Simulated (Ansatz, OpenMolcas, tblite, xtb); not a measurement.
**A ladder of methods for BCl3 (boron trichloride)**

BCl3: 4 atoms, total charge 0, spin state singlet. SMILES: `ClB(Cl)Cl`. The shape is that of a PBE0-D4/def2-TZVP optimisation.

Quantity: the HOMO–LUMO gap, in eV. The values are calculated.

```
            level                    kind     program  value (eV)   CPU time
         GFN1-xTB          semi-empirical      tblite        5.46  under 2 s
         GFN2-xTB          semi-empirical         xtb        4.42  under 2 s
     HF/6-311+G**            Hartree–Fock      Ansatz       13.79      3.3 s
  SVWN5/6-311+G**                     LDA      Ansatz        4.95      4.6 s
    PBE/6-311+G**                     GGA      Ansatz        5.07      6.8 s
  M06-L/6-311+G**                meta-GGA  OpenMolcas        5.63       35 s
  BHLYP/6-311+G**           global hybrid      Ansatz        9.77      8.9 s
r2SCAN0/6-311+G**         hybrid meta-GGA      Ansatz        7.82       18 s
  wB97X/6-311+G**  range-separated hybrid      Ansatz       12.06       33 s
 B2PLYP/6-311+G**           double hybrid  OpenMolcas       10.05       25 s
```

The values span 4.42 to 13.79 eV. Orbital gaps aren't excitation energies, and those of double hybrids come from the SCF part alone; they tend to grow with the share of exact exchange. Times are those of the runs behind each value, whatever else they computed, on shared processors of several kinds: orders of magnitude only.
